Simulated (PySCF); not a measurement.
Isomers of C3H11NOSi2, one conformer each. Computed with core-valence-separated Tamm–Dancoff BHandHLYP/aug-pcX-1 (pcseg-1 on H, def2-SVPD on Si) in PySCF, non-relativistic, gas phase, PBE0-D3(BJ)/def2-SVP geometry. No empirical shift is added; at this level the pattern usually sits a few eV under experiment.

P. `NC[Si@H]1CC[SiH2]O1`
Q. `OC[C@@H]1C[SiH2]N[SiH2]1`

Main lines, eV (oscillator strength):
1. C K: 285.3 (0.010), 285.5 (0.017), 285.8 (0.024), 286.0 (0.013), 286.0 (0.011); N K: 398.8 (0.008), 399.9 (0.017), 400.2 (0.018), 400.4 (0.009), 400.7 (0.024); O K: 532.1 (0.020), 534.2 (0.017), 534.6 (0.005), 534.7 (0.006), 535.3 (0.027)
2. C K: 285.3 (0.011), 285.3 (0.008), 285.7 (0.012), 285.8 (0.023), 285.8 (0.017); N K: 399.3 (0.011), 400.3 (0.030), 400.6 (0.020), 401.3 (0.011), 401.5 (0.007); O K: 532.3 (0.004), 533.3 (0.022), 533.4 (0.018), 533.5 (0.009), 534.1 (0.009)
Listed: the first five lines at most of each edge with a tenth or more of its strongest line's intensity; roots within 0.03 eV on the same or equivalent atoms are summed. Only the lowest roots were sought, and the top ones are left out.

**Question.** Which spectrum belongs to which isomer?

**Answer.** 1 = Q, 2 = P.
- P: first C line listed at 285.3 eV, hole on the sp3 carbon bound to silicon; first N line listed at 399.3 eV, hole on the primary amine nitrogen; first O line listed at 532.3 eV, hole on the siloxane oxygen.
- Q: first C line listed at 285.3 eV, hole on the sp3 carbon bound to silicon; first N line listed at 398.8 eV, hole on the nitrogen bridging silicon atoms; first O line listed at 532.1 eV, hole on the alcohol oxygen.

**Question.** What are the ground-state energies of the isomers at BHandHLYP/aug-pcX-1 (pcseg-1 on H, def2-SVPD on Si), relative to the lowest?

**Answer.** P 0.0, Q 95.4 kJ/mol (electronic energies on these geometries, no dispersion or zero-point terms).
